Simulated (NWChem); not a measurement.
System: WO$_{2}$F$_{2}$; SMILES [O]=[W](=[O])([F])[F]

Parts of the log:

```
             Northwest Computational Chemistry Package (NWChem) 7.3.0
             --------------------------------------------------------

 C2V symmetry detected

                             Geometry "geometry" -> ""
                             -------------------------

 Output coordinates in angstroms (scale by  1.889725989 to convert to a.u.)

  No.       Tag          Charge          X              Y              Z
 ---- ---------------- ---------- -------------- -------------- --------------
    1 W                   74.0000     0.00000000     0.00000000    -0.01383246
    2 O                    8.0000     0.00000000    -1.34957600    -1.03423246
    3 O                    8.0000     0.00000000     1.34957600    -1.03423246
    4 F                    9.0000    -1.57213700     0.00000000     0.97618454
    5 F                    9.0000     1.57213700     0.00000000     0.97618454

 Effective nuclear repulsion energy (a.u.)     828.6769240681

      Symmetry information
      --------------------

 Group name             C2v
 Group number             16
 Group order               4
 No. of unique centers     3

                                 NWChem DFT Module
                                 -----------------

 Summary of "ao basis" -> "ao basis" (spherical)
 ------------------------------------------------------------------------------
       Tag                 Description            Shells   Functions and Types
 ---------------- ------------------------------  ------  ---------------------
 W                          def2-svp                12       32   6s3p2d1f
 O                          def2-svp                 6       14   3s2p1d
 F                          def2-svp                 6       14   3s2p1d

      Symmetry analysis of basis
      --------------------------

        a1         35
        a2         11
        b1         21
        b2         21

  itol2e modified to match energy
  convergence criterion.
  tol_rho modified to match energy
  convergence criterion.

            General Information
            -------------------
          SCF calculation type: DFT
          Wavefunction type:  closed shell.
          No. of atoms     :     5
          No. of electrons :    48
           Alpha electrons :    24
            Beta electrons :    24
          Charge           :     0
          Spin multiplicity:     1
          Use of symmetry is: on ; symmetry adaption is: on
          Maximum number of iterations: 150
          AO basis - number of functions:    88
                     number of shells:    36
          Convergence on energy requested:  1.00D-09
          Convergence on density requested:  1.00D-08
          Convergence on gradient requested:  1.00D-07

              XC Information
              --------------
                         B3LYP Method XC Potential
                     Hartree-Fock (Exact) Exchange  0.200
                        Slater Exchange Functional  0.800 local
                    Becke 1988 Exchange Functional  0.720 non-local
              Lee-Yang-Parr Correlation Functional  0.810
                  VWN I RPA Correlation Functional  0.190 local

             Grid Information
             ----------------
          Grid used for XC integration:  medium
          Radial quadrature: Mura-Knowles
          Angular quadrature: Lebedev.
          Tag              B.-S. Rad. Rad. Pts. Rad. Cut. Ang. Pts.
          ---              ---------- --------- --------- ---------
          W                   1.35      123           8.0       590
          O                   0.60       49           7.0       434
          F                   0.50       49           7.0       434
          Grid pruning is: on
          Number of quadrature shells:   221
          Spatial weights used:  Erf1

      Superposition of Atomic Density Guess
      -------------------------------------

 Sum of atomic energies:        -421.14394696

      Non-variational initial energy
      ------------------------------

 Total energy =    -414.064613
 1-e energy   =   -1035.495652
 2-e energy   =     400.625336
 HOMO         =      -0.463768
 LUMO         =      -0.016201

      Symmetry analysis of molecular orbitals - initial
      -------------------------------------------------

  Numbering of irreducible representations:

     1 a1          2 a2          3 b1          4 b2

  Orbital symmetries:

     1 a1          2 b1          3 a1          4 b2          5 a1
     6 b2          7 a1          8 b1          9 a1         10 b1
    11 a1         12 b2         13 a1         14 b1         15 a2
    16 a1         17 b2         18 b1         19 a1         20 a2
    21 b2         22 b1         23 a1         24 b2         25 a1
    26 a1         27 a2         28 b1         29 b2         30 a1
    31 b1         32 a1         33 b2         34 a1

   convergence    iter        energy       DeltaE   RMS-Dens  Diis-err
 ---------------- ----- ----------------- --------- --------- ---------
 d= 0,ls=0.0,diis     1   -416.5835730536 -6.37D+02  6.33D-02  4.90D+00
 d= 0,ls=0.0,diis     2   -409.0900813655  7.49D+00  5.19D-02  6.56D+01
 d= 0,ls=0.0,diis     3   -416.9724802953 -7.88D+00  1.07D-02  2.26D+00
 d= 0,ls=0.0,diis     4   -417.1515114239 -1.79D-01  2.52D-03  3.26D-01
 d= 0,ls=0.0,diis     5   -417.1796419588 -2.81D-02  4.51D-04  6.88D-03
 d= 0,ls=0.0,diis     6   -417.1803262797 -6.84D-04  1.28D-04  7.47D-04
 d= 0,ls=0.0,diis     7   -417.1803933361 -6.71D-05  3.34D-05  5.79D-05
 d= 0,ls=0.0,diis     8   -417.1803984736 -5.14D-06  1.05D-05  2.55D-06
 d= 0,ls=0.0,diis     9   -417.1803987383 -2.65D-07  1.96D-06  9.93D-08
 d= 0,ls=0.0,diis    10   -417.1803987480 -9.74D-09  2.35D-07  1.77D-09
 d= 0,ls=0.0,diis    11   -417.1803987482 -1.56D-10  5.13D-08  5.05D-11
 d= 0,ls=0.0,diis    12   -417.1803987482 -3.98D-12  4.39D-09  1.28D-13

         Total DFT energy =     -417.180398748161
      One electron energy =    -1037.454828214281
           Coulomb energy =      445.151607948340
    Exchange-Corr. energy =      -45.682881606300
 Nuclear repulsion energy =      220.805703124080

 Numeric. integr. density =       47.999998239630

                  Occupations of the irreducible representations
                  ----------------------------------------------

                     irrep           alpha         beta
                     --------     --------     --------
                     a1               10.0         10.0
                     a2                2.0          2.0
                     b1                6.0          6.0
                     b2                6.0          6.0

                       DFT Final Molecular Orbital Analysis
                       ------------------------------------

 Vector   22  Occ=2.000000D+00  E=-3.949947D-01  Symmetry=a1
              MO Center=  1.7D-16, -8.3D-14, -7.0D-01, r^2= 3.0D+00
   Bfn.  Coefficient  Atom+Function         Bfn.  Coefficient  Atom+Function
  ----- ------------  ---------------      ----- ------------  ---------------
    37      0.391741  2 O  py                51     -0.391741  3 O  py
     3     -0.274803  1 W  s                 40      0.247128  2 O  py
    54     -0.247128  3 O  py                 5      0.219075  1 W  s
    18      0.211981  1 W  d  0              20     -0.196908  1 W  d  2
     9      0.181160  1 W  pz                 2      0.161244  1 W  s

 Vector   23  Occ=2.000000D+00  E=-3.851375D-01  Symmetry=b1
              MO Center=  3.0D-15, -1.9D-13, -7.2D-01, r^2= 2.8D+00
   Bfn.  Coefficient  Atom+Function         Bfn.  Coefficient  Atom+Function
  ----- ------------  ---------------      ----- ------------  ---------------
    36      0.393611  2 O  px                50      0.393611  3 O  px
    39      0.273315  2 O  px                53      0.273315  3 O  px
     7     -0.207527  1 W  px                19      0.195499  1 W  d  1
    64      0.179194  4 F  px                78      0.179194  5 F  px
    67     -0.147144  4 F  px                81     -0.147144  5 F  px

 Vector   24  Occ=2.000000D+00  E=-3.481072D-01  Symmetry=b2
              MO Center= -9.0D-17, -6.5D-14, -1.0D+00, r^2= 2.4D+00
   Bfn.  Coefficient  Atom+Function         Bfn.  Coefficient  Atom+Function
  ----- ------------  ---------------      ----- ------------  ---------------
    38      0.433078  2 O  pz                52     -0.433078  3 O  pz
    41      0.310220  2 O  pz                55     -0.310220  3 O  pz
    37     -0.157678  2 O  py                51     -0.157678  3 O  py
     8      0.150070  1 W  py                40     -0.110254  2 O  py
    54     -0.110254  3 O  py                22     -0.060297  1 W  d -1

 Vector   25  Occ=0.000000D+00  E=-1.017817D-01  Symmetry=a1
              MO Center=  8.5D-15, -1.6D-15,  3.0D-02, r^2= 2.1D+00
   Bfn.  Coefficient  Atom+Function         Bfn.  Coefficient  Atom+Function
  ----- ------------  ---------------      ----- ------------  ---------------
    18      0.829322  1 W  d  0              20     -0.231996  1 W  d  2
    66      0.201153  4 F  pz                80      0.201153  5 F  pz
    40     -0.192129  2 O  py                54      0.192129  3 O  py
    37     -0.187320  2 O  py                51      0.187320  3 O  py
     9     -0.167675  1 W  pz                69     -0.164079  4 F  pz

 Vector   26  Occ=0.000000D+00  E=-8.727184D-02  Symmetry=a2
              MO Center=  1.1D-15, -3.0D-14, -2.2D-01, r^2= 1.9D+00
   Bfn.  Coefficient  Atom+Function         Bfn.  Coefficient  Atom+Function
  ----- ------------  ---------------      ----- ------------  ---------------
    16      0.894139  1 W  d -2              36      0.284054  2 O  px
    50     -0.284054  3 O  px                39      0.244768  2 O  px
    53     -0.244768  3 O  px                65     -0.152867  4 F  py
    79      0.152867  5 F  py                68      0.112567  4 F  py
    82     -0.112567  5 F  py                21      0.054305  1 W  d -2

 Vector   27  Occ=0.000000D+00  E=-4.878619D-02  Symmetry=b1
              MO Center= -1.4D-13,  4.1D-14, -1.1D-01, r^2= 1.9D+00
   Bfn.  Coefficient  Atom+Function         Bfn.  Coefficient  Atom+Function
  ----- ------------  ---------------      ----- ------------  ---------------
    19      0.917193  1 W  d  1              24      0.217848  1 W  d  1
    36     -0.215396  2 O  px                50     -0.215396  3 O  px
    63     -0.205136  4 F  s                 77      0.205136  5 F  s
    64      0.203036  4 F  px                78      0.203036  5 F  px
    39     -0.201340  2 O  px                53     -0.201340  3 O  px

     Multipole analysis of the density
     ---------------------------------

     L   x y z        total         alpha         beta         nuclear
     -   - - -        -----         -----         ----         -------
     0   0 0 0     -0.000000    -24.000000    -24.000000     48.000000

     1   1 0 0      0.000000      0.000000      0.000000      0.000000
     1   0 1 0      0.000000      0.000000      0.000000      0.000000
     1   0 0 1      0.672240     -0.448067     -0.448067      1.568374

     2   2 0 0    -34.188132    -96.530723    -96.530723    158.873314
     2   1 1 0     -0.000000     -0.000000     -0.000000      0.000000
     2   1 0 1     -0.000000     -0.000000     -0.000000      0.000000
     2   0 2 0    -34.636473    -69.351654    -69.351654    104.066835
     2   0 1 1     -0.000000     -0.000000     -0.000000      0.000000
     2   0 0 2    -34.241151    -78.310262    -78.310262    122.379373

  itol2e modified to match energy
  convergence criterion.

            General Information
            -------------------
          SCF calculation type: DFT
          Wavefunction type:  closed shell.
          No. of atoms     :     5
          No. of electrons :    48
           Alpha electrons :    24
            Beta electrons :    24
          Charge           :     0
          Spin multiplicity:     1
          Use of symmetry is: on ; symmetry adaption is: on
          Maximum number of iterations: 150
          AO basis - number of functions:    88
                     number of shells:    36
          Convergence on energy requested:  1.00D-09
          Convergence on density requested:  1.00D-08
          Convergence on gradient requested:  1.00D-07

              XC Information
              --------------
                         B3LYP Method XC Potential
                     Hartree-Fock (Exact) Exchange  0.200
                        Slater Exchange Functional  0.800 local
                    Becke 1988 Exchange Functional  0.720 non-local
              Lee-Yang-Parr Correlation Functional  0.810
                  VWN I RPA Correlation Functional  0.190 local

             Grid Information
             ----------------
          Grid used for XC integration:  medium
          Radial quadrature: Mura-Knowles
          Angular quadrature: Lebedev.
          Tag              B.-S. Rad. Rad. Pts. Rad. Cut. Ang. Pts.
          ---              ---------- --------- --------- ---------
          W                   1.35      123           8.0       590
          O                   0.60       49           7.0       434
          F                   0.50       49           7.0       434
          Grid pruning is: on
          Number of quadrature shells:   221
          Spatial weights used:  Erf1

          Convergence Information
          -----------------------
          Convergence aids based upon iterative change in
          total energy or number of iterations.
          Levelshifting, if invoked, occurs when the
          HOMO/LUMO gap drops below (HL_TOL):  1.00D-02
          DIIS, if invoked, will attempt to extrapolate
          using up to (NFOCK): 10 stored Fock matrices.

                    Damping( 0%)  Levelshifting(0.5)       DIIS
                  --------------- ------------------- ---------------
          dE  on:    start            ASAP                start
          dE off:    2 iters        150 iters           150 iters

                            NWChem DFT Gradient Module
                            --------------------------

  charge          =   0.00
  wavefunction    = closed shell

  Using symmetry

                         DFT ENERGY GRADIENTS

    atom               coordinates                        gradient
                 x          y          z           x          y          z
   1 W       0.000000   0.000000  -0.026140    0.000000   0.000000  -0.010138
   2 O       0.000000  -2.550329  -1.954416    0.000000   0.012307   0.008922
   3 O       0.000000   2.550329  -1.954416    0.000000  -0.012307   0.008922
   4 F      -2.970908   0.000000   1.844721    0.005765   0.000000  -0.003853
   5 F       2.970908   0.000000   1.844721   -0.005765  -0.000000  -0.003853
```

Level: B3LYP/def2-SVP with def2 effective core potentials on W. Geometry: optimised at PBE0/def2-SVP. def2 effective core potentials on W; no spin-orbit coupling.

Task: Reconstruct the input file.

Result: One answer among several that fit: the input that was run:
```
start job
memory heap 200 mb stack 900 mb global 1100 mb
geometry units angstroms noautoz
  W      0.000000     0.000000     0.054013
  O     -1.349576     0.000000    -0.966387
  O      1.349576     0.000000    -0.966387
  F      0.000000     1.572137     1.044030
  F      0.000000    -1.572137     1.044030
end
basis spherical
  * library def2-svp
end
ecp
  W library def2-ecp
end
dft
  xc b3lyp
  iterations 150
  convergence energy 1d-9 density 1d-8 gradient 1d-7
  tolerances tight
end
task dft gradient
```
